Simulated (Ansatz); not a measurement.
**From B to In: the atomisation energy (no zero-point term)**

One atom is swapped for its congeners: B(CH3)(SH); Al(CH3)(SH); Ga(CH3)(SH); In(CH3)(SH). All are doublets with charge 0.

Shapes, held fixed at every level: PBE0-D4/def2-TZVP. Flexible molecules stand in one conformer, not always the lowest. Programs: Ansatz 0.2.0. Values in eV.

```csv
level,B(CH3)(SH),Al(CH3)(SH),In(CH3)(SH)
SPW92/def2-TZVPP,28.47,25.98,24.53
BHLYP-D4/def2-TZVPP,24.47,22.52,20.99
wB97X-V/def2-TZVPP,24.99,23.09,21.62
B2PLYP/def2-TZVPP,24.72,22.72,21.19
MP2/def2-SVP,23.91,21.76,20.21
MP2/def2-TZVPP,24.54,22.66,21.08
CCSD(T)/def2-TZVPP,24.22,22.43,21.04
```

Q: Estimate the column for Ga(CH3)(SH) from its neighbours.

A: The mean of the neighbours at CCSD(T)/def2-TZVPP is 21.73 eV, against 21.77 from the run. All rows: SPW92/def2-TZVPP 25.28; BHLYP-D4/def2-TZVPP 21.65; wB97X-V/def2-TZVPP 22.28; B2PLYP/def2-TZVPP 21.91; MP2/def2-SVP 21.04; MP2/def2-TZVPP 21.96; CCSD(T)/def2-TZVPP 21.77 eV. At CCSD(T)/def2-TZVPP the atomisation energy falls at every step, from 24.22 to 21.04 eV. Every level shows the same order. Open shells run unrestricted unless RO is named. For atoms past krypton def2 sets carry core potentials with scalar relativity. Relativity is left out for Ga unless named. Correlated rows may include outer-core shells of Ga, In, which these sets cover unevenly. Spin-orbit coupling, which grows down the group, is left out (summed over each molecule's free atoms 0.03, 0.04, 0.10, 0.21 eV).
